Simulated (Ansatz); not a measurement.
This geometry of CH5FGeO2 (10 atoms, charge 0, multiplicity 1) is a first-order saddle point.

Level of theory: RKS r2SCAN/def2-SVP in Ansatz.

```xyz
10
Properties=species:S:1:pos:R:3
O 1.208 0.389 1.125
C 0.802 -0.753 0.470
F -0.248 -1.313 1.208
O 0.394 -0.455 -0.777
Ge -1.013 0.666 -1.041
H 1.411 0.156 2.041
H 1.587 -1.534 0.423
H -2.299 -0.058 -0.628
H -0.814 1.971 -0.266
H -0.943 0.880 -2.553
```

(1) Which two structures does it join? (They come from a converged band through this point; their orientation in space is the band's.)

(2) How far does it lie above each of them?

## Answers

(1) No bond is made or broken. The dihedral C2–O4–Ge5–H9 goes from 83 to -41°. The two ends are copies of one structure, up to a mirror image or an exchange of like atoms.

First end point:

```xyz
10
Properties=species:S:1:pos:R:3
O 0.576 0.197 1.393
C 0.795 -0.800 0.458
F -0.112 -1.827 0.722
O 0.614 -0.306 -0.778
Ge -0.778 0.836 -1.063
H 0.511 -0.213 2.268
H 1.801 -1.259 0.536
H -2.015 0.344 -0.307
H -0.359 2.248 -0.647
H -0.950 0.729 -2.579
```

Last end point:

```xyz
10
Properties=species:S:1:pos:R:3
O 1.458 0.423 0.155
C 0.816 -0.755 0.496
F 0.390 -0.631 1.819
O -0.227 -0.955 -0.327
Ge -1.266 0.474 -0.777
H 2.069 0.656 0.870
H 1.485 -1.638 0.475
H -2.551 -0.218 -1.234
H -1.492 1.359 0.452
H -0.599 1.235 -1.925
```

(2) 0.043 eV above the first and 0.042 eV above the second. This is the barrier of this one path; another mechanism may lie lower.

The run took 2.8 min on 2 threads of Arm Neoverse V1, with other jobs on the host, peak memory 0.18 GiB.
